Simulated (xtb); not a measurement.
Te(OH)(SH) (H2OSTe), SMILES O[Te]S. All values are semi-empirical tight-binding results from xtb (GFN2-xTB unless named), good for trends rather than for accurate numbers. Coordinates come from a GFN2-xTB optimisation. One conformer was computed; it need not be the lowest.

The orbital gap is 3.75 eV. The zero-point energy is 13.2 kcal/mol, the G − E(el) at 298.15 K (modified RRHO) is -5.4 kcal/mol and the static polarisability (D4 model) comes out as 67.3 bohr³. The solvation energy, GFN2-xTB/ALPB(water) is -6.2 kcal/mol and the solvation energy, GFN2-xTB/ALPB(dmf) is -9.7 kcal/mol.
